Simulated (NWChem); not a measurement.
System: BiH₃Te₂O; SMILES [OH][Bi]([TeH])[TeH]

Input file for NWChem:

```
start job
memory heap 200 mb stack 900 mb global 1100 mb
geometry units angstroms noautoz
  Bi    -1.077155     0.167628     0.312028
  O     -1.915206    -0.114961    -1.622695
  H     -1.190500    -0.292903    -2.257416
  Te     0.906704     2.271734    -0.071685
  H      1.931062     1.229854    -0.909500
  Te     1.014094    -1.824743     0.224259
  H     -0.126946    -3.064801     0.130052
end
basis spherical
  Bi library def2-svp
  O library def2-svp
  H library def2-svp
  Te library def2-svp
end
ecp
  Te library def2-ecp
  Bi library def2-ecp
end
dft
  xc m06-2x
  grid xfine
  iterations 150
  mulliken
end
task dft gradient
```

Excerpt of the output:

```
             Northwest Computational Chemistry Package (NWChem) 7.3.0
             --------------------------------------------------------

 C1  symmetry detected

                             Geometry "geometry" -> ""
                             -------------------------

 Output coordinates in angstroms (scale by  1.889725989 to convert to a.u.)

  No.       Tag          Charge          X              Y              Z
 ---- ---------------- ---------- -------------- -------------- --------------
    1 Bi                  83.0000    -1.05498543    -0.01423399     0.22544679
    2 O                    8.0000    -1.90162548    -0.15891531    -1.72073076
    3 H                    1.0000    -1.18023669    -0.29674605    -2.36906230
    4 Te                  52.0000     0.93921530     2.10062767    -0.02096306
    5 H                    1.0000     1.95467537     1.11324576    -0.93237682
    6 Te                  52.0000     1.02474450    -2.00701568    -0.00717428
    7 H                    1.0000    -0.12355435    -3.23157958    -0.18165661

 Effective nuclear repulsion energy (a.u.)    2308.4436987214

                                 NWChem DFT Module
                                 -----------------

 Summary of "ao basis" -> "ao basis" (spherical)
 ------------------------------------------------------------------------------
       Tag                 Description            Shells   Functions and Types
 ---------------- ------------------------------  ------  ---------------------
 Bi                         def2-svp                10       26   4s4p2d
 O                          def2-svp                 6       14   3s2p1d
 H                          def2-svp                 3        5   2s1p
 Te                         def2-svp                10       26   4s4p2d

            General Information
            -------------------
          SCF calculation type: DFT
          Wavefunction type:  closed shell.
          No. of atoms     :     7
          No. of electrons :    82
           Alpha electrons :    41
            Beta electrons :    41
          Charge           :     0
          Spin multiplicity:     1
          Use of symmetry is: off; symmetry adaption is: off
          Maximum number of iterations: 150
          AO basis - number of functions:   107
                     number of shells:    45
          Convergence on energy requested:  1.00D-06
          Convergence on density requested:  1.00D-05
          Convergence on gradient requested:  5.00D-04

              XC Information
              --------------
                       M06-2X Method XC Functional
                     Hartree-Fock (Exact) Exchange  0.540
                        M06-2X Exchange Functional  1.000
                      M06-2X Correlation Potential  1.000

             Grid Information
             ----------------
          Grid used for XC integration:  xfine
          Radial quadrature: Mura-Knowles
          Angular quadrature: Lebedev.
          Tag              B.-S. Rad. Rad. Pts. Rad. Cut. Ang. Pts.
          ---              ---------- --------- --------- ---------
          Bi                  1.60      205          11.0      1454
          O                   0.60      100          11.0      1454
          H                   0.35      100          14.0      1202
          Te                  1.40      205          13.0      1454
          Grid pruning is: on
          Number of quadrature shells:  1015
          Spatial weights used:  Erf1

      Superposition of Atomic Density Guess
      -------------------------------------

 Sum of atomic energies:        -944.05544033

      Non-variational initial energy
      ------------------------------

 Total energy =    -823.932772
 1-e energy   =   -2248.382835
 2-e energy   =    1005.135742
 HOMO         =      -0.248029
 LUMO         =      -0.028492

     ---------------------------------------------
      Total Density - Mulliken Population Analysis
     ---------------------------------------------

    Atom       Charge   Shell Charges
 -----------   ------   -------------------------------------------------------
    1 Bi  23    21.74   2.92 -0.87  1.20  0.65  4.71  1.26  0.96  0.80  9.75  0.34
    2 O    8     8.99   1.99  1.12  0.71  3.08  2.09  0.00
    3 H    1     0.67   0.52  0.09  0.06
    4 Te  24    24.44   1.77  0.27  1.20  0.66  2.88  3.16  2.17  2.30  9.84  0.19
    5 H    1     0.87   0.56  0.30  0.02
    6 Te  24    24.42   1.77  0.27  1.20  0.66  2.88  3.16  2.16  2.29  9.84  0.19
    7 H    1     0.88   0.56  0.30  0.01

   convergence    iter        energy       DeltaE   RMS-Dens  Diis-err
 ---------------- ----- ----------------- --------- --------- ---------
 d= 0,ls=0.0,diis     1   -827.2338359779 -1.25D+03  1.75D-02  7.28D-01
 d= 0,ls=0.0,diis     2   -827.1252174781  1.09D-01  8.34D-03  1.92D+00
 d= 0,ls=0.0,diis     3   -827.3372320233 -2.12D-01  1.93D-03  2.50D-02
 d= 0,ls=0.0,diis     4   -827.3401424076 -2.91D-03  9.91D-04  5.31D-03
 d= 0,ls=0.0,diis     5   -827.3394623653  6.80D-04  2.92D-04  2.50D-04
  Resetting Diis
 d= 0,ls=0.0,diis     6   -827.3395299190 -6.76D-05  1.13D-04  1.91D-05
 d= 0,ls=0.0,diis     7   -827.3395367151 -6.80D-06  3.71D-05  2.75D-06
 d= 0,ls=0.0,diis     8   -827.3395371550 -4.40D-07  1.48D-05  1.90D-06
 d= 0,ls=0.0,diis     9   -827.3395375077 -3.53D-07  5.82D-06  8.96D-08

         Total DFT energy =     -827.339537507652
      One electron energy =    -2249.914319022335
           Coulomb energy =     1071.333174982859
    Exchange-Corr. energy =      -68.072714534599
 Nuclear repulsion energy =      419.314321066424

 Numeric. integr. density =       82.000000842264

                       DFT Final Molecular Orbital Analysis
                       ------------------------------------

 Vector   39  Occ=2.000000D+00  E=-3.196485D-01
              MO Center=  1.0D-01,  7.4D-01, -1.7D-02, r^2= 5.9D+00
   Bfn.  Coefficient  Atom+Function         Bfn.  Coefficient  Atom+Function
  ----- ------------  ---------------      ----- ------------  ---------------
    57      0.310452  4 Te py                60      0.270370  4 Te py
    11     -0.268482  1 Bi px                56      0.266464  4 Te px
     3      0.219134  1 Bi s                 59      0.217531  4 Te px
    14     -0.159741  1 Bi px                12     -0.151628  1 Bi py
    31      0.148825  2 O  py                13      0.146933  1 Bi pz

 Vector   40  Occ=2.000000D+00  E=-2.836004D-01
              MO Center=  7.4D-01, -5.0D-02, -1.1D-01, r^2= 6.7D+00
   Bfn.  Coefficient  Atom+Function         Bfn.  Coefficient  Atom+Function
  ----- ------------  ---------------      ----- ------------  ---------------
    89      0.384163  6 Te pz                92      0.381564  6 Te pz
    58      0.291610  4 Te pz                61      0.284386  4 Te pz
    57     -0.221527  4 Te py                60     -0.220346  4 Te py
    86     -0.153802  6 Te pz                83     -0.120702  6 Te pz
    55     -0.116841  4 Te pz                32      0.108769  2 O  pz

 Vector   41  Occ=2.000000D+00  E=-2.765957D-01
              MO Center=  9.1D-01,  3.1D-01, -1.9D-02, r^2= 6.5D+00
   Bfn.  Coefficient  Atom+Function         Bfn.  Coefficient  Atom+Function
  ----- ------------  ---------------      ----- ------------  ---------------
    89     -0.376490  6 Te pz                92     -0.375182  6 Te pz
    58      0.365733  4 Te pz                61      0.366211  4 Te pz
    56      0.221313  4 Te px                59      0.216502  4 Te px
    86      0.150466  6 Te pz                55     -0.146350  4 Te pz
    83      0.118065  6 Te pz                52     -0.114855  4 Te pz

 Vector   42  Occ=0.000000D+00  E=-5.529204D-02
              MO Center= -1.3D-01, -8.5D-02,  1.2D-01, r^2= 7.2D+00
   Bfn.  Coefficient  Atom+Function         Bfn.  Coefficient  Atom+Function
  ----- ------------  ---------------      ----- ------------  ---------------
    14      0.642135  1 Bi px                91     -0.486325  6 Te py
    59      0.388560  4 Te px                11      0.372721  1 Bi px
     3      0.350293  1 Bi s                 90      0.327472  6 Te px
     4      0.314884  1 Bi s                 16     -0.294368  1 Bi pz
    80     -0.275738  6 Te s                 73     -0.247939  5 H  s

 Vector   43  Occ=0.000000D+00  E=-4.342245D-02
              MO Center= -3.8D-01,  2.0D-01,  1.4D-01, r^2= 6.5D+00
   Bfn.  Coefficient  Atom+Function         Bfn.  Coefficient  Atom+Function
  ----- ------------  ---------------      ----- ------------  ---------------
    15      0.774197  1 Bi py                12      0.443001  1 Bi py
    60      0.401992  4 Te py                59      0.381682  4 Te px
    49     -0.312658  4 Te s                 91      0.273270  6 Te py
    90     -0.232753  6 Te px                 6     -0.225806  1 Bi py
    56      0.193417  4 Te px                57      0.183978  4 Te py

[...]

                         DFT ENERGY GRADIENTS

    atom               coordinates                        gradient
                 x          y          z           x          y          z
   1 Bi     -1.993633  -0.026898   0.426033    0.000223   0.000404   0.010065
   2 O      -3.593551  -0.300306  -3.251710   -0.019006   0.000811  -0.005132
   3 H      -2.230324  -0.560769  -4.476879    0.010950  -0.001794  -0.005768
   4 Te      1.774860   3.969611  -0.039614    0.000025   0.007981   0.004084
   5 H       3.693801   2.103729  -1.761937    0.003733  -0.004157  -0.003520
   6 Te      1.936486  -3.792710  -0.013557    0.008816   0.001469   0.001089
   7 H      -0.233484  -6.106800  -0.343281   -0.004742  -0.004714  -0.000817
```

Level: M06-2X/def2-SVP with def2 effective core potentials on Te, Bi. All runs use the structure optimised with PBE-D3(BJ)/def2-SVP. No frequency run checked for a minimum. def2 effective core potentials on Te, Bi; no spin-orbit coupling.
